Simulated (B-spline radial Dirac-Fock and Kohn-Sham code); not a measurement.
## Run log: Bi²⁺

ΔSCF core binding energies without Breit or QED terms, calculated with an atomic code on a B-spline grid.

Input (task.json):

```json
{"items": [{"Z": 83, "q": 2, "cfg": [[1, 0, 2], [2, 0, 2], [2, 1, 6], [3, 0, 2], [3, 1, 6], [3, 2, 10], [4, 0, 2], [4, 1, 6], [4, 2, 10], [4, 3, 14], [5, 0, 2], [5, 1, 6], [5, 2, 10], [6, 0, 2], [6, 1, 1]], "A": 209, "rrms": 5.5211, "do": "settings", "holes": ["K", "L3", "M5"],
  "settings": [{"rel": "dirac", "method": "hf", "nuc": "fermi", "radius_factor": 1.0, "rmax": 45.0, "h": 0.3, "order": 8, "points": 10, "c_factor": 2.0, "maxit": 60, "damp": 0.5, "ndamp": 3, "tol": 1e-08}]}]}
```

Command: `python xray2_run.py task.json out`

Ground-state iterations:

```
iter   energy (Ha)        error
   1   -20408.41318636  3.58e+00
   2   -20409.35501521  1.83e-01
   3   -20409.64548378  3.61e-02
   4   -20409.65009639  1.29e-02
   5   -20409.65055473  2.19e-03
   6   -20409.65057867  8.12e-04
   7   -20409.65058476  8.11e-05
   8   -20409.65058487  1.07e-05
   9   -20409.65058488  1.75e-06
  10   -20409.65058488  2.74e-07
```

The ground state converged in 10 iterations, with total energy -20409.65058 Ha, virial ratio 1.96880 and highest orbital energy -22.70 eV. ΔSCF binding energies: K (1s) 83581.1 eV, L3 (2p3/2) 13418.2 eV, M5 (3d5/2) 2664.4 eV.
